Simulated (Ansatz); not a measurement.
Job for Ansatz (a first-principles code): R-CCSD(T)/aug-cc-pV(T+d)Z on HCl (SMILES Cl) with ghost functions, monomers drawn apart or pushed together. Files ending in .json are basis or fitting sets from the Basis Set Exchange.

Ansatz 0.2 input:
```yaml
crystal:
  periodic: [false, false, false]
  atoms:
    - {symbol: Cl, position_ang: [-0.05777111, 0.79634319, 4.81179162]}
    - {symbol: H, position_ang: [-1.27243530, 0.37893264, 4.79296639]}
basis:
  gaussian:
    orbitals: aug-cc-pV_T+d_Z.json
    ghost_atoms:
      - {symbol: F, position_ang: [-0.01249353, -0.08389304, -0.13913820]}
      - {symbol: H, position_ang: [0.15444039, 0.13382320, 0.75090877]}
magnetization: {spin_polarized: false}
correlation: {method: ccsd_t, electrons: outside_noble_gas}
scf: {lower_state_search: off}
```

The head of its log:

```
WARN ansatz: RAYON_NUM_THREADS=1 ignored (pool sized by the plan → 1); use --threads N
Functional definition: HF
these checks for a lower state are left out or cut short: stability, starts, cluster_reference, orbital_swaps, neighbouring_geometries, increment
integrals: 0.32 GiB planned
855 factors; integrals over basis functions are off by at most 1.6e-3 eV
mean field: 0.25 GiB planned
mean field evaluation 1: about -12519.7860 eV, gradient 1.0e1 eV
mean field evaluation 2: about -12519.7867 eV, gradient 1.0e1 eV
mean field evaluation 4: about -12520.1809 eV, gradient 1.1e0 eV
mean field evaluation 8: about -12520.1895 eV, gradient 2.1e-5 eV
mean field -12520.18949471 eV, -460.1084774414 hartree, gradient 1.5e-6 eV, S^2 0.000000; 0 other end points of the search recorded, 0 dependent functions left out
5 core orbitals not correlated
reference -12520.18949471 eV, -460.1084774414 hartree; 4, 4 occupied and 138, 138 virtual orbitals, 855 factors
```

Question: Give the final energy of this run.

Answer: -460.3457 hartree (reference determinant -460.1085, T1 diagnostic 0.006).
